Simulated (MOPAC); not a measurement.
MOPAC input (AM1):

```
AM1 PRECISE GNORM=0.05 LET XYZ CHARGE=1 GEO-OK AUX(PRECISION=9) THREADS=1
HBF

B    -0.00000000 1   -0.00000000 1   -0.65016523 1
F     0.00000000 1    0.00000000 1    0.56413896 1
H    -0.00000000 1   -0.00000000 1   -1.82642451 1
```

From the last part of the output:

```
                                                       MOPAC v23.2.5 Linux

          FINAL HEAT OF FORMATION =        130.78134 KCAL/MOL =     547.18914 KJ/MOL

          COSMO AREA              =         61.93 SQUARE ANGSTROMS
          COSMO VOLUME            =         44.12 CUBIC ANGSTROMS

          GRADIENT NORM           =          0.04900          =       0.02829 PER ATOM
          IONIZATION POTENTIAL    =         23.386328 EV
          HOMO LUMO ENERGIES (EV) =        -23.386 -6.528
          NO. OF FILLED LEVELS    =          5
          MOLECULAR WEIGHT        =         30.8163         POINT GROUP:  C*v

          MOLECULAR DIMENSIONS (Angstroms)

            Atom       Atom       Distance
            H     3    F     2     2.43792
            B     1    F     2     0.00000
            F     2    H     3     0.00000

          SCF CALCULATIONS        =          9

   ATOM   CHEMICAL          X               Y               Z
  NUMBER   SYMBOL      (ANGSTROMS)     (ANGSTROMS)     (ANGSTROMS)

     1       B          0.00000000  *  -0.00000000  *  -0.66552902  *
     2       F         -0.00000000  *   0.00000000  *   0.58242409  *
     3       H         -0.00000000  *   0.00000000  *  -1.85549563  *

                             CARTESIAN COORDINATES

   1    B        0.000000000    -0.000000000    -0.665529022
   2    F       -0.000000000     0.000000000     0.582424087
   3    H       -0.000000000     0.000000000    -1.855495629

           Empirical Formula: H B F  =     3 atoms

      MOLECULAR POINT GROUP   :   C*v

                  EIGENVALUES
 -60.27571 -29.16990 -24.52411 -24.52411 -23.38633  -6.52820  -5.70440  -5.70440
  -0.33010

              NET ATOMIC CHARGES AND DIPOLE CONTRIBUTIONS

  ATOM NO.   TYPE          CHARGE      No. of ELECS.   s-Pop       p-Pop
    1          B           0.636006        2.3640     1.31284     1.05116
    2          F           0.047129        6.9529     1.85596     5.09691
    3          H           0.316865        0.6831     0.68314
 DIPOLE           X         Y         Z       TOTAL
 POINT-CHG.     0.000    -0.000    -5.037     5.037
 HYBRID        -0.000    -0.000     0.556     0.556
 SUM           -0.000    -0.000    -4.481     4.481

          ATOMIC ORBITAL ELECTRON POPULATIONS

     Atom    s        px        py        pz
    1  B   1.31284   0.20554   0.20554   0.64007
    2  F   1.85596   1.79446   1.79446   1.50800
    3  H   0.68314

 **********************
 *                    *
 * JOB ENDED NORMALLY *
 *                    *
 **********************

 == MOPAC DONE ==
```

The dipole moment of an ion depends on the origin.
